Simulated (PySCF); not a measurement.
Atoms are numbered as in `[SiH3:1][c:2]1[cH:3][n:4][cH:5][p:6][c:7]1[CH:8]1[CH2:9][CH2:10]1` (H(Xn): hydrogen on atom n). Ha(C9), Ha(C10) are cis to C7 on the ring; Hb(C9), Hb(C10) are trans to C7 on the ring.

No solvent model, equivalent nuclei averaged, single conformer, non-relativistic. σ from GIAO-PBE0/pcSseg-1; GFN2-xTB geometry; PySCF.

Scale: TMS for $^{13}$C, $^{1}$H, $^{29}$Si; $^{15}$N vs NH3; $^{31}$P against H3PO4 (reference shieldings calculated alike).

| atoms | nucleus | count | δ (ppm) |
| --- | --- | --- | --- |
| Hb(C9)/Hb(C10) | $^{1}$H | 2 | 1.64 |
| H(C8) | $^{1}$H | 1 | 2.05 |
| N4 | $^{15}$N | 1 | ? |
| C8 | $^{13}$C | 1 | ? |
| C2 | $^{13}$C | 1 | ? |
| C7 | $^{13}$C | 1 | 210.7 |
| Ha(C9)/Ha(C10) | $^{1}$H | 2 | 1.25 |
| P6 | $^{31}$P | 1 | 191.9 |
| H(C5) | $^{1}$H | 1 | 10.66 |
| H(Si1) | $^{1}$H | 3 | ? |
| C9/C10 | $^{13}$C | 2 | ? |
| C3 | $^{13}$C | 1 | 157.5 |
| C5 | $^{13}$C | 1 | 193.7 |
| Si1 | $^{29}$Si | 1 | -71.8 |
| H(C3) | $^{1}$H | 1 | 9.13 |

**Question.** Complete the table.

**Answer.** 
- C2: 128.1 ppm, substituted aromatic carbon
- C8: 27.7 ppm, three-membered-ring carbon; carbons of three-membered rings are unusually shielded
- C9/C10: 25.3 ppm, three-membered-ring carbon; carbons of three-membered rings are unusually shielded
- H(Si1): 4.66 ppm, hydrogen on a silicon bonded to C
- N4: 365.3 ppm, pyridine-type ring nitrogen

Shifts are as computed. Against solution values, carbons near 30 ppm lie about +3 ppm off and those near 130 ppm about +5 ppm. Of 1211 compounds with measured shifts, 218 miss one by over three times the rms of a fit or turn the order of signals round; such compounds aren't used in these exercises. Experimental scales use liquid or dissolved standards, which lie at an offset from isolated NH3 (liquid NH3: subtract about 20 ppm) and H3PO4. Unscaled 15N shifts of sp2 nitrogen come out 20 to 40 ppm too high even then.
